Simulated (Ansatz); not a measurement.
Which method gave which barrier?

Saddle point of SiH₄BrCl, closed shell (SiH₂BrCl ([Cl][SiH2][Br]) + H₂ → SiH₃Cl ([SiH3][Cl]) + HBr; bonds formed: Si1–H7, Br2–H6; bonds broken: Si1–Br2, H6–H7), PBE0-D4/def2-TZVP structure:

Si1  (-0.323, 0.242, -0.272)
Br2  (0.424, -2.245, -0.088)
H3  (0.216, 0.215, -1.634)
H4  (-1.639, -0.206, 0.189)
Cl5  (-0.404, 2.295, 0.120)
H6  (0.869, -0.586, 0.748)
H7  (0.857, 0.285, 0.938)
(Å)

Ansatz 0.2.0; basis: def2-TZVPP, with def2-QZVPP for the basis limit; cores frozen in the correlated methods. Filled d shells of the heavier atoms are correlated. The def2 sets are not built for correlating such inner shells, so the correlated values are less sure here. Extrapolation: Hartree–Fock as exp(−7.88 √X), correlation as X^−2.97. Four methods, as single points on the PBE0-D4 structures, gave these electronic barriers from the start structure: 1.478, 1.950, 2.228, 2.668 eV.

Problem. The methods were, in alphabetical order, CCSD(T), HF, PBE0-D4, SPW92. Which gave which? (Judge from chemistry; the calculation decides.)

Solution. The calculation gives: SPW92 1.478; PBE0-D4 1.950; CCSD(T) 2.228; HF 2.668 eV. For comparison, CCSD(T) at an estimated basis limit (MP2 extrapolated from triple and quadruple zeta, plus CCSD(T) − MP2 in triple zeta) gives 2.189 eV.

T1 diagnostic: at most 0.010.

Labels in which every atom is bracketed show which atoms are joined, not bond orders.

For scale, one of the runs: CCSD(T)/def2-TZVPP, 188 basis functions, launched by `ansatz run in.yaml --threads 4 --pin off --events-out ev --progress --plain --max-ram 9574MiB`. The run took 38 s on 4 CPU threads of an Arm Neoverse V1 (shared host), with 1.9 GiB of host memory at its peak.
